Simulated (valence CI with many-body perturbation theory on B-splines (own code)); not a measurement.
**Rb³⁰⁺: magnetic and hyperfine properties of the levels**

Computed by configuration interaction combined with many-body perturbation theory (CI+MBPT): five valence electrons over a frozen Dirac-Fock core [He], a basis of 9 s, 9 p, 8 d, 6 f, 3 g, 1 h functions for each j, with the one-electron correlation potential Σ1, the two-electron term Σ2, the three-electron term Σ3, Breit, model QED; selected CI, second order for the rest (own B-spline code, finite nucleus).

The last digits are not significant, and no measured levels were compared; by estimate large intervals hold to a few tenths of a per cent, small ones and those within an open d or f shell to about a per cent. Among the levels kept, up to 1500 cm⁻¹ of a level comes from second order outside the variational space, and about a tenth of that is noise between levels of different J, which matters for small intervals.

A/g_I is the dipole constant over the nuclear g factor μ/I (μ in nuclear magnetons, uniformly magnetised nucleus), B/Q the quadrupole constant per barn. Both hold the static response of the core; the bare values leave it out. Large factors of s and p1/2 electrons are usually good to 5 to 10 %; those of open d and f shells near neutrality can be off by tens of per cent, and small factors of p3/2, d and f electrons come from cancelling terms and can be off by a factor of two or in sign, in half-filled shells by more. B is blank for J = 1/2, where it vanishes, and for nearly pure S terms. Energies count from the lowest level.

Levels are named by their leading jj configuration (3d3/2^4 stands for four electrons in 3d with j = 3/2), which in mixed levels can hold well under half, so a name can repeat and another be missing. Letters in brackets count levels of one name in rising energy.

```csv
Level,E (× 10³ cm⁻¹),g,A/g_I (MHz),A/g_I bare,B/Q (MHz/b),B/Q bare
(2s^2 2p1/2^2 2p3/2) J=3/2,0.00,1.524,68000,73300,112000,113000
(2s^2 2p1/2 2p3/2^2) J=3/2,436.71,1.340,19400,23200,70400,70600
(2s^2 2p1/2 2p3/2^2) J=5/2,543.97,1.192,170000,172000,-987,-990
(2s^2 2p1/2 2p3/2^2) J=1/2,683.88,0.655,499000,494000,,
(2s^2 2p3/2^3) J=3/2,1113.0,1.247,93700,96300,-184000,-185000
(2s 2p1/2^2 2p3/2^2) J=5/2,1483.0,1.541,379000,377000,106000,106000
(2s 2p1/2^2 2p3/2^2) J=3/2,1761.4,1.482,23200,30900,-113000,-113000
(2s 2p1/2^2 2p3/2^2) J=1/2,1768.8,2.402,1240000,1220000,,
(2s 2p1/2 2p3/2^3) J=3/2 [a],2096.1,1.185,144000,145000,-138000,-139000
(2s 2p1/2 2p3/2^3) J=5/2,2226.3,1.243,468000,463000,-269000,-270000
(2s 2p1/2 2p3/2^3) J=1/2,2387.8,1.536,67500,73100,,
(2s 2p1/2 2p3/2^3) J=3/2 [b],2476.4,1.178,41100,47700,54700,54800
(2s 2p3/2^4) J=1/2,2955.0,1.374,1290000,1260000,,
(2p1/2^2 2p3/2^3) J=3/2,3644.4,1.326,80700,86700,-160000,-161000
(2p1/2 2p3/2^4) J=1/2,4165.2,0.655,501000,493000,,
(2s^2 2p1/2^2 3s) J=1/2,16142,2.097,423000,417000,,
(2s^2 2p1/2^2 3p1/2) J=1/2,16462,0.671,137000,136000,,
(2s^2 2p1/2 2p3/2 3s) J=3/2 [a],16579,1.686,119000,121000,108000,108000
(2s^2 2p1/2 2p3/2 3s) J=1/2,16618,1.244,-153000,-145000,,
(2s^2 2p1/2^2 3p3/2) J=3/2,16650,1.343,25000,26300,37300,37400
(2s^2 2p1/2 2p3/2 3s) J=5/2,16666,1.392,234000,234000,79100,79400
(2s^2 2p1/2 2p3/2 3s) J=3/2 [b],16697,1.037,156000,159000,56800,57000
(2s^2 2p1/2 2p3/2 3p1/2) J=1/2,16897,1.634,-62700,-55300,,
(2s^2 2p1/2 2p3/2 3p1/2) J=3/2,16932,1.159,117000,119000,9680,9720
(2s^2 2p1/2^2 3d3/2) J=3/2,16994,0.764,16200,15900,3860,3980
(2s^2 2p1/2 2p3/2 3p1/2) J=5/2,16994,1.155,175000,177000,72900,73100
(2s^2 2p1/2 2p3/2 3p3/2) J=5/2 [a],17056,1.429,3660,6760,171000,171000
(2s^2 2p1/2^2 3d5/2) J=5/2,17075,1.200,4730,4870,-3430,-3300
(2s^2 2p1/2 2p3/2 3p3/2) J=1/2 [a],17077,1.837,-118000,-112000,,
(2s^2 2p1/2 2p3/2 3p3/2) J=3/2 [a],17093,1.361,111000,113000,11600,11600
(2s^2 2p1/2 2p3/2 3p3/2) J=3/2 [b],17121,1.371,150000,152000,-1900,-1920
(2s^2 2p1/2 2p3/2 3p3/2) J=7/2,17145,1.284,116000,118000,118000,118000
(2s^2 2p3/2^2 3s) J=5/2,17177,1.394,165000,166000,85700,85900
(2s^2 2p1/2 2p3/2 3p3/2) J=3/2 [c],17184,1.302,49100,52100,47000,47100
(2s^2 2p3/2^2 3s) J=3/2,17209,1.120,28500,33200,33900,34000
(2s^2 2p1/2 2p3/2 3p3/2) J=5/2 [b],17231,1.182,148000,149000,19600,19600
(2s^2 2p1/2 2p3/2 3p3/2) J=1/2 [b],17297,0.726,484000,481000,,
(2s^2 2p3/2^2 3s) J=1/2,17389,1.975,429000,423000,,
(2s 2p1/2^2 2p3/2 3s) J=5/2,17410,1.855,412000,411000,57300,57500
(2s^2 2p1/2 2p3/2 3d3/2) J=3/2 [a],17437,0.948,31800,32900,-80500,-80700
```

(1) Take the isotope of mass number 85, with I = 5/2, μ = 1.35306 μN and Q = 0.276 b. What is the hyperfine structure of (2s 2p1/2^2 2p3/2^2) J=1/2?

Answers

(1) From the table A = 669000 MHz. Shifts from the centre of gravity in MHz: F = 2: -1170000, F = 3: 836000.
